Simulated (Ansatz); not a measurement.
One geometry of InAs2⁻, several levels of theory.

```yaml
crystal:
  periodic: [false, false, false]
  atoms:
    - {symbol: In, position_ang: [-1.088308, -0.963864, 0.821285]}
    - {symbol: As, position_ang: [-0.181100, 1.352837, -0.349595]}
    - {symbol: As, position_ang: [1.269407, -0.388983, -0.471690]}
basis:
  gaussian: {orbitals: def2-TZVPD, initial_orbitals: start.molden}
total_charge: -1
hamiltonian: {xc: pbe0, dispersion: d4}
scf: {omitted_lower_state_checks: [starts]}
output: {orbitals: {seedname: orbitals}}
```

The file start.molden holds the orbitals of an earlier run on this structure, at another level or in another basis.

```sh
$ ansatz run in.yaml --threads 4 --pin off --events-out ev --progress --plain --max-ram 3916MiB
```

It prints (some lines left out):

```
Functional definition: PBE0
1387 factors; their error is unknown
mean field evaluation 1: about -126843.0513 eV, gradient 1.5e2 eV
mean field evaluation 2: about -126844.0301 eV, gradient 2.8e0 eV
mean field evaluation 4: about -126844.6366 eV, gradient 5.8e-1 eV
mean field evaluation 8: about -126844.6370 eV, gradient 1.1e-5 eV
mean field -126844.63695483 eV, -4661.4544297069 hartree, gradient 1.1e-5 eV, S^2 0.000000; 0 other end points of the search recorded, 0 dependent functions left out
reference -126844.63698176 eV, -4661.4544306968 hartree; 44, 44 occupied and 120, 120 virtual orbitals, 1387 factors
Total energy: -126844.75595242 eV, -4661.4588027880 hartree
Checks for a lower state left out: starts
```

Hardware: 4 threads of Arm Neoverse V1 on a shared host. Wall time 3.1 s.

As the first input, with `hamiltonian: {xc: pbe}`, `correlation: {method: rpa}` and without the key `output` (abridged; 4.3 s):

```
Functional definition: PBE
mean field -126841.46211872 eV, -4661.3377566322 hartree, gradient 3.7e-6 eV, S^2 0.000000
22 core orbitals not correlated: weight in the atoms' cores, before any rotation towards them, 1.000 or more for the frozen orbitals, at most 0.000 for the correlated occupied ones
Total energy: -126771.91869181 eV, -4658.7820828313 hartree
Checks for a lower state left out: starts
```

First input, but with `hamiltonian: {xc: hf}` (abridged; 2.8 s):

```
Functional definition: HF
mean field -126742.20805604 eV, -4657.6902371053 hartree, gradient 1.1e-5 eV, S^2 0.000000
Total energy: -126742.20805604 eV, -4657.6902371053 hartree
Checks for a lower state left out: starts
```

First input, but with `gaussian: {orbitals: def2-SVPD, initial_orbitals: start.molden}` (abridged; 1.9 s):

```
Functional definition: PBE0
mean field -126829.47318919 eV, -4660.8971715981 hartree, gradient 2.1e-5 eV, S^2 0.000000
Total energy: -126829.59218611 eV, -4660.9015446543 hartree
Checks for a lower state left out: starts
```

As the first input, with `hamiltonian: {xc: pbe, dispersion: d4}` (abridged; 2 s):

```
Functional definition: PBE
mean field -126841.46212456 eV, -4661.3377568466 hartree, gradient 1.2e-5 eV, S^2 0.000000
Total energy: -126841.60288924 eV, -4661.3429298530 hartree
Checks for a lower state left out: starts
```

First input, but with `hamiltonian: {xc: {name: r2SCANh}, dispersion: d4}` (abridged; 5.5 s):

```
Functional definition: r2SCANh
mean field -126860.13515852 eV, -4662.0239781875 hartree, gradient 1.2e-5 eV, S^2 0.000000
Total energy: -126860.16318993 eV, -4662.0250083228 hartree
Checks for a lower state left out: starts
```

As the first input, with `hamiltonian: {xc: {name: CAM-B3LYP}, dispersion: d4}` (abridged; 4 s):

```
Functional definition: CAM-B3LYP
mean field -126865.11926577 eV, -4662.2071407506 hartree, gradient 9.0e-6 eV, S^2 0.000000
Total energy: -126865.24744418 eV, -4662.2118512204 hartree
Checks for a lower state left out: starts
```

Geometry: r2SCAN-D4/def2-TZVPD.

In the def2 sets In takes a core potential; there is no spin–orbit coupling. Correlated methods freeze 22 core orbitals; core or outer-core shells of In, As are correlated, in sets that lack core-valence functions. At HF/def2-TZVPD the restricted singlet is unstable: a solution with broken spin symmetry lies lower. At PBE-D4/def2-TZVPD, r2SCANh-D4/def2-TZVPD the highest occupied level of the charge -1 singlet lies above zero (up to 0.51 eV). By energy differences its removal costs 1.81 eV (vertical, to the charge 0 doublet, at PBE-D4/def2-TZVPD); a positive level beside a positive removal energy at the same level points to self-interaction error. The structure comes from a short search, and lower isomers may exist.
